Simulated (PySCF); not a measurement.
Ge²⁺: excitation energy

Ge²⁺ [Ar] 3d10 4s2 (1S) → Ge²⁺ [Ar] 3d10 4s1 4p1 (3P), as a difference of total energies. Calculation: PySCF 2.14, in aug-cc-pVDZ-PP with ECP10MDF; a scalar-relativistic core potential. Correlated levels: valence: 3s2 3p6 3d10 frozen. The calculations carry no spin-orbit coupling.

```
           method  excitation energy (eV)
              UHF                   6.463
    MP2 (valence)                   7.105
SCS-MP2 (valence)                   7.279
   CCSD (valence)                   7.401
```

Task: How much does correlation contribute at MP2 (valence)?

Result: 7.105 − (6.463) = 0.642 eV, measured against UHF.

With two correlated electrons CCSD is exact in that space.
